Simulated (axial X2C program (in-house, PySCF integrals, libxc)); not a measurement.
## Nuclear properties of RuCN⁻

Calculated with an axial X2C code built on PySCF integrals: two-component X2C with atomic mean-field Coulomb and Gaunt terms, Gaussian nuclei, basis Ru dyall-v3z, C dyall-v3z, N dyall-av3z with contracted cores.

Ru–C–N held linear, with bonds 1.915 and 1.171 Å (near the PBE0 minimum at charge -1 of the determinant lowest at the starting distance; the state shown can have its own minimum elsewhere, held linear; other orders of the atoms were not compared).

Input and command:
```json
{"zs": [44, 6, 7], "q": -1, "bas": ["dyall-v3z", "dyall-v3z", "dyall-av3z"], "r0": [1.95, 1.16], "symm": 0, "scan": ["PBE0", "HF", "LDA"], "levels": ["PBE0", "HF", "TPSSh"], "nst": 2}
```
```bash
python solin.py task.json out
```

Keys: zs atomic numbers; q charge; bas basis sets; r0 starting distance in Å; symm equal bonds; scan levels of the two-bond scan; levels methods; nst determinants followed.

Determinant lowest in the PBE0 search, Ω = 1 (⟨Sz⟩ = 0.99, ⟨Lz⟩ = 0.01 at PBE0), spin on the atoms Ru 1.05, C -0.03, N -0.02:

```json
{"level": "PBE0", "Eeff magnitude (GV/cm)": "3.47", "Ws magnitude Ru (kHz)": "1.67", "A∥/gI Ru (MHz)": "-369", "qzz Ru (a.u.)": "-4.66", "A∥/gI C (MHz)": "-24.8", "qzz C (a.u.)": "-0.58", "A∥/gI N (MHz)": "4.4", "qzz N (a.u.)": "-0.82"}
{"level": "TPSSh", "Eeff magnitude (GV/cm)": "2.98", "Ws magnitude Ru (kHz)": "1.43", "A∥/gI Ru (MHz)": "-361", "qzz Ru (a.u.)": "-4.53", "A∥/gI C (MHz)": "-23.3", "qzz C (a.u.)": "-0.55", "A∥/gI N (MHz)": "3.7", "qzz N (a.u.)": "-0.78"}
```

Determinant 0.19 eV from it at PBE0 and this distance, Ω = 3 (⟨Sz⟩ = 1.00, ⟨Lz⟩ = 2.00 at PBE0), spin on the atoms Ru 1.07, C -0.02, N -0.05:

```tsv
level	Eeff magnitude (GV/cm)	Ws magnitude Ru (kHz)	A∥/gI Ru (MHz)	qzz Ru (a.u.)	A∥/gI C (MHz)	qzz C (a.u.)	A∥/gI N (MHz)	qzz N (a.u.)
PBE0	0.918	0.168	705	-0.16	-4.88	-0.60	1.19	-0.77
TPSSh	0.879	0.158	728	-0.11	-4.41	-0.57	1.35	-0.74
```

Eeff is the effective electric field on the electron electric dipole moment in this Ω state and Ws the scalar–pseudoscalar constant of the nucleus named (defined with the proton number Z and per Ω); A∥ (defined per Ω) follows by multiplying with gI = μI/(I μN); qzz is the electric field gradient, eQq0 = 234.96 MHz × Q/barn × qzz. The operators were transformed with the bare-nucleus X2C matrices; with these basis sets, hyperfine constants and field gradients can be off by tens of per cent, and where levels differ in sign neither size nor sign is settled.

Q: With gI(101Ru) = -0.2880, Q(101Ru) = 0.457 barn, gI(13C) = 1.4048, gI(14N) = 0.4038, Q(14N) = 0.02044 barn (g factors from the IAEA table of nuclear moments by Stone; Q from Pyykkö, Mol. Phys. 2018), turn the PBE0 values of the first state into constants in MHz.

A: A∥(101Ru) = -369 × -0.2880 = 106 MHz; eQq0(101Ru) = 234.96 × (0.457) × (-4.66) = -500 MHz; A∥(13C) = -24.8 × 1.4048 = -34.8 MHz; A∥(14N) = 4.4 × 0.4038 = 1.78 MHz; eQq0(14N) = 234.96 × (0.02044) × (-0.82) = -3.94 MHz.

The molecule was held linear; bending was not examined, so a bent shape may lie lower.

Each state is one determinant with collinear spin, which with several unpaired electrons need not be a pure state. For an anion, determinants above electron detachment, or with a positive highest level, are held by the basis set. With several open shells hyperfine constants can be off by a factor of several. Open-shell Ω = 0 determinants with evenly filled partner blocks cannot be reached by this program, so the Ω shown need not be the lowest component. Left out as unconverged or as another state under the same occupation: HF in at least one table. States lie within half an eV, so the first need not be the ground state. PBE0 term energies can be off by some tenths of an eV.
